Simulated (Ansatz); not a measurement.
Start from `[OH][Ga]([Cl])[Cl]` and change one atom or group to get `[SiH3][Ga]([Cl])[Cl]`.

Ansatz, PBE0-D4/def2-TZVP geometries, multiplicity 1. Each molecule was computed in one conformer, which needn't be the lowest.

Scalar relativity is left out up to krypton.

| property | `[OH][Ga]([Cl])[Cl]` |
| --- | --- |
| size of the dipole moment (PBE/def2-TZVPP) / D | 1.40 |
| HOMO energy (PBE0/def2-TZVPP) / eV | -9.41 |
| HOMO energy (ωB97M-V/def2-TZVPP) / eV | -11.68 |
| HOMO–LUMO gap (B3LYP/def2-TZVPP) / eV | 7.20 |
| LUMO energy (PBE0/def2-TZVPP) / eV | -1.56 |
| LUMO energy (PBE/def2-TZVPP) / eV | -2.51 |

Q: What does the change do to each property? (An estimate is asked.)

A: Ansatz gave: 
```json
{"property": "size of the dipole moment (PBE/def2-TZVPP) / D", "`[SiH3][Ga]([Cl])[Cl]`": "2.57", "shift": "1.17"}
{"property": "HOMO energy (PBE0/def2-TZVPP) / eV", "`[SiH3][Ga]([Cl])[Cl]`": "-8.42", "shift": "0.99"}
{"property": "HOMO energy (ωB97M-V/def2-TZVPP) / eV", "`[SiH3][Ga]([Cl])[Cl]`": "-10.44", "shift": "1.24"}
{"property": "HOMO–LUMO gap (B3LYP/def2-TZVPP) / eV", "`[SiH3][Ga]([Cl])[Cl]`": "5.94", "shift": "-1.26"}
{"property": "LUMO energy (PBE0/def2-TZVPP) / eV", "`[SiH3][Ga]([Cl])[Cl]`": "-2.04", "shift": "-0.48"}
{"property": "LUMO energy (PBE/def2-TZVPP) / eV", "`[SiH3][Ga]([Cl])[Cl]`": "-2.77", "shift": "-0.26"}
```

With PBE0 the HOMO rises by 0.99 eV and the LUMO falls by 0.48 eV, so the gap narrows by about 1.47 eV. PBE moves the HOMO by 0.65 eV and ωB97M-V by 1.24 eV. Dipoles are sizes alone; their direction can turn.

B3LYP here is the variant with VWN-RPA as its local correlation; programs differ in this.
